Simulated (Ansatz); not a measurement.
Correlation energies of C4H9Cl2GaO (`CC(C)(C)[O][Ga]([Cl])[Cl]`) by basis set

```xyz
17

C    -0.024    0.051    1.497
C     0.297    0.239    0.022
C     0.966   -1.000   -0.552
C     1.178    1.462   -0.179
O    -0.904    0.522   -0.703
Ga   -2.323   -0.500   -0.870
Cl   -3.903    0.276   -2.043
Cl   -2.579   -2.426   -0.002
H    -0.656   -0.828    1.652
H     0.890   -0.092    2.079
H    -0.542    0.930    1.885
H     1.152   -0.867   -1.620
H     1.923   -1.189   -0.060
H     0.340   -1.885   -0.411
H     1.377    1.612   -1.242
H     0.679    2.353    0.205
H     2.130    1.342    0.341
```

The species carries charge 0 and has multiplicity 1. Correlated methods include outer-core shells of Ga, which these sets cover unevenly. Scalar relativity is left out up to krypton. Geometry: relaxed with PBE0-D4/def2-TZVP. It is one conformer, not always the lowest. Frozen core, restricted reference, the Gaussian-basis code of Ansatz.

| basis | HF (Eh) | MP2 corr. | CCSD corr. | (T) | CCSD(T) total |
| --- | --- | --- | --- | --- | --- |
| def2-SVP | -3073.27276 | -1.23252 | -1.29809 | -0.03809 | -3074.60894 |
| def2-TZVPP | -3074.09742 | -1.53247 | -1.59632 | -0.06727 | -3075.76101 |
| def2-QZVPP | -3074.17355 | -1.88104 | – | – | – |
